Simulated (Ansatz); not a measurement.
Reaction (formal exchange of groups at the Si–C bond): `N[SiH](F)CCl` + `CC[O][SnH3]` → `N[SiH](F)[O][SnH3]` + `CCCCl`

Calculated with Ansatz (gas phase, PBE0-D4/def2-TZVP geometries, no zero-point term in ΔE). CBS: MP2 limit from def2 TZ/QZ plus the TZ coupled-cluster correction, frozen cores. Functionals use def2-TZVPP. Elements past krypton have def2 core potentials. For Sn outer-core shells are correlated without core-valence functions, which leaves a few kJ/mol of doubt a bond. Each species was taken in one conformer, which may not be the lowest.

CCSD(T)/CBS gives -200.2 kJ/mol.

**Question.** Another level gave -178.8 kJ/mol. Which?
A. PBE/def2-TZVPP
B. CCSD(T)/def2-TZVPP
C. B2PLYP/def2-TZVPP
D. PBE0-D4/def2-TZVPP

**Answer.** A. PBE -178.8, PBE0-D4 -189.8, CCSD(T)/def2-TZVPP -199.9, B2PLYP -195.8 kJ/mol.

Largest T1 diagnostic among the species: 0.013.

The D4 term adds −3.1 kJ/mol with B3LYP and −1.6 kJ/mol with PBE0; it sums over pairs of atoms, weighted by their polarisabilities, and B3LYP, whose exchange is more repulsive, gets the larger term. From PBE to PBE0 (25 % exact exchange), in def2-TZVPP and without D4, ΔE moves by −9.4 kJ/mol.

B3LYP here is the variant with VWN-RPA as its local correlation; programs differ in this.
